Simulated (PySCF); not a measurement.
Be (beryllium, neutral): UHF calculation

Configuration: [He] 2s2, closed-shell 1S. All numbers are calculated (PySCF 2.14, scalar relativity by spin-free X2C-1e, in x2c-TZVPPall).

- Total energy: -14.575079 hartree
- One-electron energy: -19.0654 hartree
- Hartree (Coulomb) energy: 7.1580 hartree
- Exchange energy: -2.6677 hartree
- ⟨S²⟩: 0.0000
- ⟨L²⟩: 0.000
- Sum of ⟨r⟩: 6.129 bohr
- Sum of ⟨r²⟩: 17.32 bohr²
- Langevin diamagnetic susceptibility: -13.7 ×10⁻⁶ cm³/mol

| shell | electrons | mean orbital energy (eV) | rms radius, mean of both spins (bohr) |
| --- | --- | --- | --- |
| 1s | 2 | -128.80 | 0.483 |
| 2s | 2 | -8.415 | 2.90 |
